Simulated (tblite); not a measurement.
Compound: C5H6N2O.
Cartesian coordinates in Å at the GFN2-xTB level; atoms count from 1:
```
atom  x, y, z in Å
C1    -2.709   -0.700    0.063
C2    -2.127    0.494    0.070
C3    -0.700    0.678    0.032
N4    -0.068    1.813    0.038
N5     1.247    1.538   -0.006
C6     1.371    0.250   -0.036
C7     2.622   -0.531   -0.088
O8     0.168   -0.367   -0.015
H9    -3.780   -0.801    0.092
H10   -2.132   -1.609    0.028
H11   -2.686    1.416    0.104
H12    2.640   -1.148   -0.985
H13    3.462    0.155   -0.097
H14    2.689   -1.188    0.778
```

Calculated harmonic vibrations of the isolated species, GFN2-xTB (tblite), most abundant isotopes, no scaling. The method is semi-empirical: single wavenumbers can be off by several per cent or more. One conformer, not necessarily the lowest.

Harmonic wavenumbers (cm⁻¹): 77.6, 106.3, 158.3, 177.3, 313.0, 317.1, 477.7, 581.5, 619.6, 669.4, 751.1, 759.6, 897.8, 961.6, 982.0, 1007.1, 1009.1, 1031.1, 1050.1, 1157.7, 1230.7, 1257.1, 1303.9, 1385.9, 1392.8, 1444.6, 1445.4, 1527.0, 1569.2, 1669.5, 3011.2, 3022.2, 3075.5, 3101.5, 3109.7, 3144.7.

A = 5372, B = 1528, C = 1198 MHz; mass 110.048 u (most abundant isotopes); point group Cs, symmetry number 1.

Question: What is the zero-point energy?

Answer: ½Σν̃ = 22898 cm⁻¹ = 65.47 kcal/mol.

Question: Give the ideal-gas entropy at 350 K and 1 bar in the rigid-rotor, harmonic-oscillator model (classical rotation).

Answer: Translation 40.83, rotation 28.36, vibration 21.90: S = 91.1 cal/(mol K).

Question: And Cp and H(350 K) − H(0)?

Answer: Cp = 32.60 cal/(mol K), of which vibrations give 24.65 (their classical limit is 36 R = 71.5); H(350 K) − H(0) = 6.95 kcal/mol without the zero-point energy, 4.17 from vibrations.

Question: How do the functions run with temperature in this model?

Answer: 
```json
{"T (K)": "150", "S (cal/(mol K))": "70.7", "Cp (cal/(mol K))": "18.1", "H − H(0) (kcal/mol)": "1.93", "G − H(0) (kcal/mol)": "-8.67", "ln q(vib)": "1.66"}
{"T (K)": "250", "S (cal/(mol K))": "81.5", "Cp (cal/(mol K))": "25.0", "H − H(0) (kcal/mol)": "4.07", "G − H(0) (kcal/mol)": "-16.29", "ln q(vib)": "3.33"}
{"T (K)": "298.15", "S (cal/(mol K))": "86.2", "Cp (cal/(mol K))": "28.6", "H − H(0) (kcal/mol)": "5.36", "G − H(0) (kcal/mol)": "-20.33", "ln q(vib)": "4.14"}
{"T (K)": "400", "S (cal/(mol K))": "95.7", "Cp (cal/(mol K))": "36.2", "H − H(0) (kcal/mol)": "8.67", "G − H(0) (kcal/mol)": "-29.60", "ln q(vib)": "5.88"}
{"T (K)": "600", "S (cal/(mol K))": "112.7", "Cp (cal/(mol K))": "48.0", "H − H(0) (kcal/mol)": "17.17", "G − H(0) (kcal/mol)": "-50.47", "ln q(vib)": "9.36"}
{"T (K)": "900", "S (cal/(mol K))": "134.4", "Cp (cal/(mol K))": "58.8", "H − H(0) (kcal/mol)": "33.34", "G − H(0) (kcal/mol)": "-87.66", "ln q(vib)": "14.42"}
```

q(vib) and H(0) count from the zero-point level.

Question: What must be added to the electronic energy to get the Gibbs energy at 350 K and 1 bar?

Answer: ZPE + [H(350 K) − H(0)] − T·S = 65.47 + 6.95 − 31.88 = 40.54 kcal/mol.

Hindered rotation and anharmonicity are outside this model. Other conformers, if any are populated, would add a mixing term that is left out.
